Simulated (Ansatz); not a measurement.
Geometry optimisation, RKS PBE-D4/6-31G* (Ansatz 0.2.0).

Input:

```yaml
crystal:
  periodic: [false, false, false]
  atoms:
    - { symbol: B, position_ang: [-0.032383, 0.701015, -0.167077] }
    - { symbol: H, position_ang: [-0.268542, -0.527094, 1.882106] }
    - { symbol: F, position_ang: [1.138144, 0.05553, -0.274627] }
    - { symbol: C, position_ang: [-1.343554, 0.122537, -0.800541] }
    - { symbol: H, position_ang: [-1.536129, -0.898314, -0.425877] }
    - { symbol: H, position_ang: [-2.236476, 0.737214, -0.608928] }
    - { symbol: H, position_ang: [-1.22049, 0.02732, -1.896025] }
    - { symbol: S, position_ang: [-0.025553, 2.361425, 0.689331] }
    - { symbol: H, position_ang: [1.297916, 2.325593, 1.002877] }
    - { symbol: H, position_ang: [-0.344734, 0.159975, 2.056162] }
basis:
  gaussian: { orbitals: "6-31G*" }
hamiltonian:
  xc: pbe
  dispersion: d4
relax:
  f_tol: 0.03
  max_steps: 50
```

Command:

```bash
$ ansatz run input.yaml --threads 1 --pin off --max-ram 2048MiB --backend cpu --events-out ev --progress --plain --runs-dir out
```

Q: Where does it end, and by what steps?

A: The forces met the threshold. The force dipped under the threshold on the way, but the program's further checks kept it going. After 18 steps the energy has fallen by 0.228 eV; H2 moved furthest, 0.95 Å.

| step | energy less start (eV) | largest force component (eV/Å) | accepted |
| --- | --- | --- | --- |
| 0 | 0.0000 | 1.690 | yes |
| 1 | -0.1428 | 0.354 | yes |
| 2 | -0.1924 | 0.299 | yes |
| 3 | -0.2102 | 0.395 | yes |
| 4 | -0.2212 | 0.147 | yes |
| 5 | -0.2189 | 0.239 | no |
| 6 | -0.2237 | 0.026 | yes |
| 7 | -0.2246 | 0.038 | yes |
| 8 | -0.2250 | 0.038 | yes |
| 9 | -0.2261 | 0.015 | yes |
| 10 | -0.2131 | 0.812 | no |
| 11 | -0.2257 | 0.239 | no |
| 12 | -0.2264 | 0.064 | yes |
| 13 | -0.2252 | 0.247 | no |
| 14 | -0.2268 | 0.019 | yes |
| 15 | -0.2270 | 0.049 | yes |
| 16 | -0.2272 | 0.081 | yes |
| 17 | -0.2274 | 0.053 | yes |
| 18 | -0.2277 | 0.014 | yes |

```xyz
10
Properties=species:S:1:pos:R:3
B 0.024 0.854 -0.399
H -0.484 -0.946 2.712
F 1.211 0.282 -0.671
C -1.309 0.195 -0.897
H -1.431 -0.798 -0.424
H -2.211 0.788 -0.677
H -1.266 0.016 -1.987
S 0.006 2.403 0.566
H 1.352 2.499 0.745
H -0.464 -0.229 2.489
```

Whether the end is a true minimum wasn't checked by a vibrational analysis.

Time of the run: 40 s on 1 thread of Intel(R) Xeon(R) Platinum 8124M CPU @ 3.00GHz (Skylake/Cascade Lake) (shared host), peak memory 0.16 GiB.
